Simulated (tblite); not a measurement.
Species: C2H7F3GeSi.
Cartesian coordinates in Å at the GFN2-xTB level; atoms count from 1:
```xyz
14
C2H7F3GeSi angstrom
F     -1.5070    0.7960    1.3817
C     -1.6525    0.5966    0.0544
F     -1.0372    1.6523   -0.5364
F     -2.9632    0.7327   -0.2075
Si    -0.8790   -1.0872   -0.5337
C      0.8493   -1.0157    0.2162
Ge     1.6904    0.7882    0.1570
H     -0.9276   -0.9949   -1.9921
H     -1.7617   -2.1199    0.0072
H      1.5050   -1.7238   -0.2898
H      0.8113   -1.3214    1.2630
H      3.1341    0.6049    0.5301
H      1.0895    1.7232    1.1435
H      1.6479    1.3688   -1.2155
```

Computed with GFN2-xTB (tblite): harmonic, unscaled wavenumbers at the GFN2-xTB geometry, gas phase. Errors from tens to a few hundred cm⁻¹ against measured bands are possible. Modes of hydrogen on germanium and silicon can be 10 to 20 % off. One conformer, not necessarily the lowest.

Harmonic wavenumbers (cm⁻¹): 51.9, 73.7, 99.5, 146.9, 199.2, 229.3, 249.7, 386.7, 429.6, 453.3, 457.7, 470.5, 501.3, 564.2, 588.5, 654.0, 672.7, 712.1, 745.5, 761.0, 816.2, 858.0, 884.9, 991.0, 996.8, 1034.4, 1100.1, 1148.3, 1421.5, 1979.5, 2073.8, 2125.9, 2288.9, 2290.7, 2957.4, 2976.6.

A = 2404, B = 867.4, C = 741.9 MHz; mass 189.948 u (most abundant isotopes); point group C1, symmetry number 1.

Question: Zero-point energy?

Answer: ½Σν̃ = 17196 cm⁻¹ = 49.16 kcal/mol.

Question: Entropy at 200 K, 1 bar (ideal gas, RRHO, classical rotation)?

Answer: Translation 39.67, rotation 28.53, vibration 18.55: S = 86.8 cal/(mol K).

Question: And Cp and H(200 K) − H(0)?

Answer: Cp = 29.25 cal/(mol K), of which vibrations give 21.30 (their classical limit is 36 R = 71.5); H(200 K) − H(0) = 3.65 kcal/mol without the zero-point energy, 2.06 from vibrations.

Question: Which modes carry the vibrational entropy at 200 K?

Answer: 51.9 cm⁻¹: 3.96; 73.7 cm⁻¹: 3.27; 99.5 cm⁻¹: 2.69; 146.9 cm⁻¹: 1.97; 199.2 cm⁻¹: 1.43; 229.3 cm⁻¹: 1.20 cal/(mol K); the other 30 give 4.02 together.

Question: What must be added to the electronic energy to get the Gibbs energy at 200 K and 1 bar?

Answer: ZPE + [H(200 K) − H(0)] − T·S = 49.16 + 3.65 − 17.35 = 35.46 kcal/mol.

Question: How do the functions run with temperature in this model?

Answer: 
```
 T (K)  S (cal/(mol K))  Cp (cal/(mol K))  H − H(0) (kcal/mol)  G − H(0) (kcal/mol)  ln q(vib)
    50             60.1              13.0                 0.50                -2.51       0.46
   100             70.7              18.3                 1.28                -5.79       1.60
298.15            100.3              39.0                 7.02               -22.89       6.72
373.15            109.7              44.9                10.18               -30.77       8.68
   500            124.0              52.3                16.37               -45.62      11.92
   750            147.1              61.4                30.68               -79.61      17.81
  1000            165.5              66.9                46.76              -118.76      23.00
```

q(vib) and H(0) count from the zero-point level.

Hindered rotation and anharmonicity are outside this model. Other conformers, if any are populated, would add a mixing term that is left out. The structure is chiral; the term R ln 2 for an equal mix with its mirror image is left out.
